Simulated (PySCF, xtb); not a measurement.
CH5AlOSe, SMILES C[O][AlH][SeH].

GFN2-xTB in xtb 6.7.1 at its own geometry gives an orbital gap of 3.92 eV and a dipole moment of 2.26 D.

Geometry: ωB97X-D3(BJ)/def2-SVP. The structure was generated by enumeration; whether it is a known compound was not checked. The values are those of a single conformer.

### Question
What does PBE/def2-TZVP (PySCF) give? (Estimate from the structure and the level; the computed values follow.)

### Answer
gap 4.76 eV (levels -6.18 and -1.42 eV), dipole 0.25 D.
